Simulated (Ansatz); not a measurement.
FH₄OSi₂ (`O[SiH](F)[SiH2]`) radical, relaxed with UKS PBE-D4/def2-SVP in Ansatz 0.2.0 from a rough embedded geometry. The force threshold is 0.03 eV/Å; the program also tests the step.

The species carries charge 0 and has multiplicity 2.

Start:

```xyz
8

O     0.976    0.850    1.110
Si    0.380    0.547   -0.387
F     1.591   -0.037   -1.257
Si   -1.323   -0.902   -0.391
H     1.869    0.380    1.295
H    -0.046    1.844   -0.951
H    -2.530   -0.438    0.369
H    -0.916   -2.243    0.212
```

(1) By how much does the energy fall, and how many steps does the optimiser take? (Estimate.)

(2) Which bonds change most? (Best estimate.)

(3) Give the relaxed structure. (An estimate is asked.)

Answers

(1) Ansatz gave: 0.28 eV, in 9 steps.

(2) The calculation gave: Si2–Si4 from 2.236 to 2.343 Å; O1–H5 from 1.026 to 0.974 Å; Si2–F3 from 1.602 to 1.643 Å; O1–Si2 from 1.640 to 1.673 Å.

(3) Ansatz gave: 
```xyz
8

O     1.170    0.987    1.008
Si    0.452    0.623   -0.459
F     1.552   -0.070   -1.464
Si   -1.296   -0.928   -0.301
H     1.400    0.223    1.566
H     0.036    1.944   -1.024
H    -2.461   -0.476    0.541
H    -0.852   -2.302    0.133
```
